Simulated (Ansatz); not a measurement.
`S[Si]1(S)[O][AlH]1`. The species carries charge 0 and has multiplicity 1.

Cartesian coordinates in Å:
```
S 0.2570 1.3076 2.0608
Si -0.1958 0.0201 0.4287
S -1.2513 -1.5202 1.4501
O 1.0512 -0.5350 -0.5366
Al 0.1902 0.3109 -1.8011
H 0.5116 2.3737 1.2849
H -1.0853 -2.4054 0.4532
H 0.5224 0.4483 -3.3400
```

(1) List the harmonic frequencies (cm⁻¹, unscaled) at PBE0-D4/def2-TZVP in Ansatz. (Best estimate.)

(2) Is this a minimum?

(3) Give the ideal-gas thermochemistry at 298.15 K and 1 bar (rigid rotor, harmonic oscillator; point group C1, symmetry number 1).

Results:

(1) The calculation gave: 116, 144, 156, 202, 232, 234, 354, 394, 442, 547, 599, 701, 705, 789, 879, 1937, 2713, 2716.

(2) Yes, all 18 modes are real.

(3) Zero-point energy 82.9 kJ/mol; H(298) − E = 106.6 kJ/mol; entropy 371.2 J/(mol·K), of which translation 170.3, rotation 120.3, vibration 80.6; G(298) − E = -4.1 kJ/mol.
